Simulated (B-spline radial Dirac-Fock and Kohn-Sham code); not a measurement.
# V⁵⁺: eigenvalues, ΔSCF and the reference

System: V⁵⁺, 1s2 2s2 2p6 3s2 3p6.

The density-functional columns are spherical, spin-unpolarised Dirac-Kohn-Sham results without Breit or QED terms: −ε is minus the orbital energy of the initial state and ΔSCF the difference of two total energies. The reference in the last column comes from Dirac-Fock (average of configuration) total-energy differences with a finite nucleus, the Breit interaction including its frequency dependence, and self-energy and vacuum-polarisation corrections. All numbers are from a radial B-spline solver, in eV; a selection of levels is shown.

```
level  LDA −ε  LDA ΔSCF  PBE −ε  PBE ΔSCF  Dirac-Fock
   1s  5430.1    5572.6  5443.5    5586.4      5564.6
   2s   683.3     712.9   684.7     714.2       731.4
2p1/2   589.6     623.3   589.8     623.5       623.1
2p3/2   582.5     615.9   582.7     616.1       616.2
   3s   144.3     156.0   144.7     156.4       161.7
3p1/2   118.1     129.5   118.1     129.5       127.9
3p3/2   117.1     128.5   117.1     128.5       127.0
```

Problem. Order the estimates of the K (1s) level by their distance from the Dirac-Fock value, nearest first.
A. PBE −ε
B. PBE ΔSCF
C. LDA −ε
D. LDA ΔSCF

Solution. D (7.9 eV), B (21.8 eV), A (121.2 eV), C (134.6 eV).

For the outermost level NIST gives 128.125 ± 0.025 eV (measured); the differences from it are LDA −ε -11.04, LDA ΔSCF +0.33, PBE −ε -11.03, PBE ΔSCF +0.35, Dirac-Fock -1.16 eV.

Values without a named source are computed, but for edge energies of neutral atoms, which are taken from tables.
